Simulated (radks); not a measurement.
Question: The mean radii <r> (bohr) of the occupied orbitals of an atom or ion are listed with their occupations. Calculated with a radial shooting solver on a logarithmic mesh with Libxc functionals: scalar-relativistic Kohn-Sham, PBEsol, spin-polarised, spherical densities, point nucleus.

| orbital | occ. | <r> |
|---|---|---|
| 1s down | 1 | 0.06360 |
| 1s up | 1 | 0.06360 |
| 2s up | 1 | 0.2936 |
| 2s down | 1 | 0.2932 |
| 2p up | 3 | 0.2603 |
| 2p down | 3 | 0.2598 |
| 3s up | 1 | 0.8978 |
| 3s down | 1 | 0.8999 |
| 3p up | 3 | 0.9568 |
| 3p down | 3 | 0.9614 |
| 3d up | 4 | 1.290 |
| 4s up | 1 | 3.118 |
| 4s down | 1 | 3.376 |

Name the element and its charge. Open shells, if any, are filled with parallel spins first.

Answer: Z = 24, chromium, charge 0: Cr in [Ar] 3d4 4s2. The 1s radius gives Z: for a bare nucleus <r> = (2 gamma + 1)/(2Z) with gamma = sqrt(1 - (Z/c)^2), 0.06186 bohr for Z = 24, and screening makes it slightly larger (0.06360 here). The occupations add up to 24, and the charge is Z minus that.
